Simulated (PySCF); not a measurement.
Multinuclear NMR of C₃H₁₄OSi₃

Atom-mapped SMILES (the numbers label the heavy atoms): `[CH3:1][Si:2]([CH3:3])([CH3:4])[O:5][SiH2:6][SiH3:7]` (H(Xn): hydrogen on atom n).

Computed data (PySCF 2.14): NMR shieldings at PBE0/pcSseg-1/GIAO, GFN2-xTB structure. In vacuum, one computed conformer, rapidly exchanging positions averaged, non-relativistic Hamiltonian.

(1) Predict the ²⁹Si NMR data.

(2) What are the ¹⁷O shifts?

Results:

(1) 
```
atoms                   environment  σ (ppm)  δ (ppm)
  Si2      silicon bonded to 3 C, O    339.0      1.3
  Si6  silicon bonded to O, Si, 2 H    381.6    -33.7
  Si7     silicon bonded to Si, 3 H    471.1   -107.3
```

Shieldings were converted by a linear fit to measured shifts: ²⁹Si (scatter 8.9 ppm rms, 25.8 ppm with the 6 outliers that the fit left out vs TMS, solution or neat liquid). A few per cent of atoms miss by over 2 rms, more outside the fitted compound classes.

On a 300 MHz spectrometer ²⁹Si resonates near 59.6 MHz, so 1 ppm is 59.6 Hz.

(2) 
| atoms | environment | σ (ppm) | δ (ppm) |
| --- | --- | --- | --- |
| O5 | oxygen bonded to 2 Si | 303.7 | -10.0 |

Shieldings were converted by a linear fit to measured shifts: ¹⁷O (scatter 10.7 ppm rms, 12.2 ppm with the 3 outliers that the fit left out vs liquid water, solution or neat liquid). A few per cent of atoms miss by over 2 rms, more outside the fitted compound classes.

On a 400 MHz spectrometer ¹⁷O resonates near 54.2 MHz, so 1 ppm is 54.2 Hz.
